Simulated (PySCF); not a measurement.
Gas-phase reaction: SiI₄ + SiCl₂ = 2 SiI₂ + 2 Cl

Computed with PySCF (xtb for GFN2) and rigid-rotor harmonic-oscillator thermochemistry at 1 bar. † marks an energy on the PBE0/def2-TZVP geometry and frequencies; other levels use their own. MP2 freezes the core. Open shells (unrestricted): Cl (multiplicity 2); the rest are closed-shell singlets. GFN2 has no spin-polarisation term. Spin-orbit splitting is ignored; it lowers the true energy and changes the entropy of Cl. B3LYP is the form with VWN-RPA correlation. I: scalar-relativistic def2 core potential, no spin-orbit coupling. MP2 isn't extrapolated to the basis-set limit.

```tsv
level	ΔH°(298 K), kJ
B3LYP/def2-TZVP†	___
GFN2-xTB	___
MP2/def2-SVP†	676
PBE/def2-TZVP†	___
PBE0/def2-QZVP†	___
PBE0/def2-SVP†	684
LDA/def2-TZVP†	810
ωB97X-V/def2-TZVP†	738
```

**Question.** Fill in the missing entries.

**Answer.** 
- B3LYP/def2-TZVP†, ΔH°(298 K), kJ: 648
- GFN2-xTB, ΔH°(298 K), kJ: 609
- PBE/def2-TZVP†, ΔH°(298 K), kJ: 695
- PBE0/def2-QZVP†, ΔH°(298 K), kJ: 704
